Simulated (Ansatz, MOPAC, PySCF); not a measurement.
System: BHF, net charge 1, singlet state. SMILES of the parent species: [BH]F
Structure (B3LYP-D3(BJ)/def2-TZVP (Ansatz, a program for electronic structure) minimum search):
```xyz
3

B      0.0000     0.0000    -0.6502
F      0.0000     0.0000     0.5641
H      0.0000     0.0000    -1.8264
```
Charge +1, spin multiplicity 1.

Unscaled harmonic wavenumbers (cm⁻¹) in rising order, each level at the stationary point that it reaches from this structure (no distance between atoms moves by over 0.3 Å); the order of modes can differ between levels, and a negative number is imaginary. B3LYP-D3(BJ)/def2-TZVP (PySCF, at the structure above): 740, 740, 1640, 2846.

PM3 (MOPAC): 760, 760, 1686, 2278. Zero-point energy 7.8 against 8.5 kcal/mol; where all levels lie over 400 cm⁻¹, the wavenumbers are on average 0.971 times those of B3LYP-D3(BJ)/def2-TZVP.

PM7 (MOPAC): 613, 613, 1303, 2651. Zero-point energy 7.4 against 8.5 kcal/mol; where all levels lie over 400 cm⁻¹, the wavenumbers are on average 0.845 times those of B3LYP-D3(BJ)/def2-TZVP.

HF/6-31G* (Ansatz): 798, 798, 1717, 3030. Zero-point energy 9.1 against 8.5 kcal/mol; where all levels lie over 400 cm⁻¹, the wavenumbers are on average 1.067 times those of B3LYP-D3(BJ)/def2-TZVP.

B3LYP/6-31G* (Ansatz): 728, 728, 1640, 2889. Zero-point energy 8.6 against 8.5 kcal/mol; where all levels lie over 400 cm⁻¹, the wavenumbers are on average 0.996 times those of B3LYP-D3(BJ)/def2-TZVP.
